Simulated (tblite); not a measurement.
Compound: C5H9FO3Si.
SMILES with atom numbers: `[CH3:1][CH2:2][O:3][C:4]1=[C:5]([O:6][SiH2:7][OH:8])[C@H:9]1[F:10]` (hydrogens: H11, H12, H13 on C1; H14, H15 on C2; H16, H17 on Si7; H18 on O8; H19 on C9)

Geometry (GFN2-xTB, Å), atoms numbered from 1 in this order:
```xyz
19
C5H9FO3Si angstrom
C     -2.443    0.573    0.820
C     -2.422   -0.784    0.129
O     -1.851   -0.728   -1.178
C     -0.558   -0.421   -1.211
C      0.562   -0.024   -0.658
O      1.262    0.351    0.397
Si     2.891    0.250    0.643
O      3.097    0.917    2.098
C      0.627   -0.354   -2.101
F      1.247   -1.546   -2.480
H     -1.430    0.913    1.018
H     -2.944    1.305    0.193
H     -2.975    0.490    1.764
H     -3.437   -1.152   -0.036
H     -1.868   -1.510    0.737
H      3.309   -1.130    0.800
H      3.565    0.997   -0.415
H      2.596    1.675    2.389
H      0.760    0.351   -2.916
```

Computed values, GFN2-xTB/tblite, gas phase, harmonic and unscaled. This tight-binding method is rough: wavenumbers can miss measured ones by several per cent, in bad cases by 10 to 20. Modes of hydrogen on silicon can be 10 to 20 % off. One conformer, not necessarily the lowest.

Harmonic wavenumbers (cm⁻¹): 25.7, 40.7, 57.7, 60.2, 86.6, 131.9, 145.0, 198.6, 218.7, 235.4, 290.7, 344.3, 404.9, 445.1, 504.8, 563.0, 583.1, 599.9, 661.7, 753.5, 788.7, 795.0, 799.1, 851.7, 890.8, 906.6, 932.3, 960.3, 969.7, 1074.2, 1094.5, 1154.3, 1204.0, 1252.7, 1262.7, 1297.0, 1335.6, 1401.6, 1454.6, 1481.5, 1491.2, 2035.4, 2280.7, 2368.9, 2913.9, 2983.9, 2992.8, 3045.7, 3054.0, 3055.4, 3664.0.

A = 1439, B = 671.3, C = 480.1 MHz; mass 164.030 u (most abundant isotopes); point group C1, symmetry number 1.

**Question.** Zero-point energy?

**Answer.** ½Σν̃ = 29072 cm⁻¹ = 83.12 kcal/mol.

**Question.** What is S at 350 K and 1 bar for an ideal gas of classical rigid rotors and harmonic oscillators?

**Answer.** Translation 42.02, rotation 31.39, vibration 51.17: S = 124.6 cal/(mol K).

**Question.** And Cp and H(350 K) − H(0)?

**Answer.** Cp = 51.40 cal/(mol K), of which vibrations give 43.45 (their classical limit is 51 R = 101.3); H(350 K) − H(0) = 11.24 kcal/mol without the zero-point energy, 8.45 from vibrations.

**Question.** Blend soft modes into free rotors: weight 1/[1 + (100 cm⁻¹/ν̃)⁴] for the oscillator and the rest for a rotor with moment μB/(μ + B), μ = h/(8π²ν), B = 10⁻⁴⁴ kg m². What vibrational entropy results?

**Answer.** 44.47 cal/(mol K) in place of 51.17, which changes −T·S at 350 K by +2.35 kcal/mol.

**Question.** What must be added to the electronic energy to get the Gibbs energy at 350 K and 1 bar?

**Answer.** ZPE + [H(350 K) − H(0)] − T·S = 83.12 + 11.24 − 43.60 = 50.76 kcal/mol.

**Question.** How do the functions run with temperature in this model?

**Answer.** 
| T (K) | S (cal/(mol K)) | Cp (cal/(mol K)) | H − H(0) (kcal/mol) | G − H(0) (kcal/mol) | ln q(vib) |
| --- | --- | --- | --- | --- | --- |
| 150 | 91.2 | 30.0 | 3.06 | -10.62 | 6.08 |
| 250 | 109.1 | 41.0 | 6.61 | -20.67 | 10.01 |
| 298.15 | 116.8 | 46.1 | 8.71 | -26.11 | 11.76 |
| 400 | 131.7 | 56.0 | 13.92 | -38.78 | 15.31 |
| 600 | 157.4 | 70.3 | 26.66 | -67.76 | 21.74 |
| 900 | 188.6 | 83.3 | 49.88 | -119.84 | 30.29 |

q(vib) and H(0) count from the zero-point level.

Hindered rotation and anharmonicity are outside this model. Other conformers, if any are populated, would add a mixing term that is left out. The structure is chiral; the term R ln 2 for an equal mix with its mirror image is left out.
